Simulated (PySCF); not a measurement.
Compound: C4H6Cl3F.
SMILES: `C[C@](F)(Cl)CC(Cl)Cl`

Vertical excitations from PySCF (density fitting, frozen core in the response, grid level 2 and gas phase unless stated; continuum runs use non-equilibrium linear response for the excitations) on a GFN2-xTB geometry. Reference run:

| settings | S1, eV (f) | S2, eV (f) | S3, eV (f) | S4, eV (f) | S5, eV (f) | S6, eV (f) | T1, eV (Tamm–Dancoff) | mean α (au) |
| --- | --- | --- | --- | --- | --- | --- | --- | --- |
| BP86/3-21G, TDA, 6 singlets | 6.37 (0.002) | 6.66 (0.001) | 6.69 (0.031) | 6.71 (0.006) | 6.77 (0.004) | 6.81 (0.005) | 5.93 | 64.6 |

Problem. What do these settings give: (1) B3LYP/pcSseg-1, full TDDFT, 6 singlets; (2) X3LYP/def2-SVP, full TDDFT, 1 singlet?

Solution. 
```json
{"settings": "B3LYP/pcSseg-1, full TDDFT, 6 singlets", "S1, eV (f)": "6.91 (0.003)", "S2, eV (f)": "6.96 (0.021)", "S3, eV (f)": "7.34 (0.001)", "S4, eV (f)": "7.38 (0.002)", "S5, eV (f)": "7.51 (0.002)", "S6, eV (f)": "7.66 (0.001)", "T1, eV (Tamm–Dancoff)": "6.19", "mean α (au)": "74.3"}
{"settings": "X3LYP/def2-SVP, full TDDFT, 1 singlet", "S1, eV (f)": "7.23 (0.002)", "S2, eV (f)": "–", "S3, eV (f)": "–", "S4, eV (f)": "–", "S5, eV (f)": "–", "S6, eV (f)": "–", "T1, eV (Tamm–Dancoff)": "6.46", "mean α (au)": "69.4"}
```

(1) S1 moves by +0.54 eV; functional, basis and response scheme change together, so the shift can't be laid on one. (2) S1 moves by +0.86 eV; functional, basis and response scheme change together, so the shift can't be laid on one. States are counted by energy in each run and needn't keep their character from row to row.

Problem. Which orbital pairs make up S1 in each run, and how does it sit against the orbital gap?

Solution. 
| settings | S1 configurations (weight) | S1 (eV) | orbital gap (eV) | S1 − gap (eV) |
| --- | --- | --- | --- | --- |
| BP86/3-21G, TDA, 6 singlets | H→L 0.67, H−1→L 0.28 | 6.37 | 6.16 | +0.21 |
| B3LYP/pcSseg-1, full TDDFT, 6 singlets | H→L 0.53, H−1→L 0.41 | 6.91 | 8.09 | -1.18 |
| X3LYP/def2-SVP, full TDDFT, 1 singlet | H−1→L 0.54, H→L 0.36 | 7.23 | 8.56 | -1.33 |

Shape of the structure used: `[CH3:1][C@:2]([F:3])([Cl:4])[CH2:5][CH:6]([Cl:7])[Cl:8]`: C1–C2–C5–C6 178°, C2–C5–C6–Cl7 76°.

One conformer stands for the species.
